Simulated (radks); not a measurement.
The aluminium ion Al3+, 10 electrons, occupied as [He] 2s1 2p6 3p1 (not the ground configuration). Method: scalar-relativistic Kohn-Sham, PBEsol, spin-polarised, spherical densities, point nucleus; open shells are filled with parallel spins first; computed with a radial shooting solver on a logarithmic mesh with Libxc functionals. Some entries of the table are withheld. Estimate them.

orbital  occ.  eigenvalue (hartree)  <1/r> (bohr^-1)  <r^2> (bohr^2)
1s up       1             -57.68823            12.63         0.01948
1s down     1             -57.62041            12.62         0.01949
2s up       1              -5.95083            2.409          0.4389
2s down     0              -5.82467            2.400          0.4425
2p up       3                   (1)            2.297             (2)
2p down     3                   (3)            2.293             (4)
3s up       0              -1.44270           0.7188           4.171
3p up       1              -1.15294           0.6462           5.026
3d up       0              -0.78159           0.5024           6.616

Answer. 
(1) 2p up eigenvalue (hartree): -4.55820
(2) 2p up <r^2> (bohr^2): 0.4096
(3) 2p down eigenvalue (hartree): -4.44069
(4) 2p down <r^2> (bohr^2): 0.4129
